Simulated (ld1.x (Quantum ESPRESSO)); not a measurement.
**An all-electron radial function and its pseudo partner (tantalum (Ta))**

Columns: radius, all-electron u(r) and pseudo u(r) of the 5d shell (level -29.13 eV) of tantalum in the configuration [Kr] 4d10 4f14 5s2 5p6 5d2 6s0 6p0; PBE, scalar-relativistic, TM scheme, ld1.x (Quantum ESPRESSO) 7.5.

```json
{"r (bohr)": "0.125", "all-electron": "0.2315", "pseudo": "0.0024"}
{"r (bohr)": "0.250", "all-electron": "-0.1172", "pseudo": "0.0188"}
{"r (bohr)": "0.375", "all-electron": "-0.3516", "pseudo": "0.0598"}
{"r (bohr)": "0.500", "all-electron": "-0.2712", "pseudo": "0.1305"}
{"r (bohr)": "0.625", "all-electron": "-0.0450", "pseudo": "0.2291"}
{"r (bohr)": "0.750", "all-electron": "0.2008", "pseudo": "0.3471"}
{"r (bohr)": "0.875", "all-electron": "0.4122", "pseudo": "0.4716"}
{"r (bohr)": "1.000", "all-electron": "0.5739", "pseudo": "0.5885"}
{"r (bohr)": "1.125", "all-electron": "0.6868", "pseudo": "0.6859"}
{"r (bohr)": "1.250", "all-electron": "0.7577", "pseudo": "0.7562"}
{"r (bohr)": "1.375", "all-electron": "0.7945", "pseudo": "0.7971"}
{"r (bohr)": "1.500", "all-electron": "0.8052", "pseudo": "0.8108"}
{"r (bohr)": "1.625", "all-electron": "0.7963", "pseudo": "0.8026"}
{"r (bohr)": "1.750", "all-electron": "0.7733", "pseudo": "0.7782"}
{"r (bohr)": "1.875", "all-electron": "0.7404", "pseudo": "0.7433"}
{"r (bohr)": "2.000", "all-electron": "0.7010", "pseudo": "0.7023"}
{"r (bohr)": "2.125", "all-electron": "0.6576", "pseudo": "0.6580"}
{"r (bohr)": "2.250", "all-electron": "0.6123", "pseudo": "0.6124"}
{"r (bohr)": "2.375", "all-electron": "0.5665", "pseudo": "0.5665"}
{"r (bohr)": "2.500", "all-electron": "0.5212", "pseudo": "0.5212"}
{"r (bohr)": "2.625", "all-electron": "0.4772", "pseudo": "0.4772"}
{"r (bohr)": "2.750", "all-electron": "0.4350", "pseudo": "0.4350"}
{"r (bohr)": "2.875", "all-electron": "0.3950", "pseudo": "0.3950"}
{"r (bohr)": "3.000", "all-electron": "0.3573", "pseudo": "0.3573"}
{"r (bohr)": "3.125", "all-electron": "0.3223", "pseudo": "0.3223"}
{"r (bohr)": "3.250", "all-electron": "0.2897", "pseudo": "0.2897"}
```

(1) How many radial nodes do the two functions have?

(2) At about which radius was the pseudo-wave matched?

(3) Is the pseudo-wave norm-conserving?

## Answers

(1) The all-electron 5d function has n − l − 1 = 2; the pseudo-wave has 0, since the states of the same l below it are removed with the core.

(2) 2.50 bohr. The columns agree to 0.0005 from 2.12 bohr on; several derivatives are matched, so the curves merge somewhat inside the radius.

(3) Yes: the TM scheme keeps the norm inside the radius equal to the all-electron one, which fixes the energy derivative of the logarithmic derivative at the level.
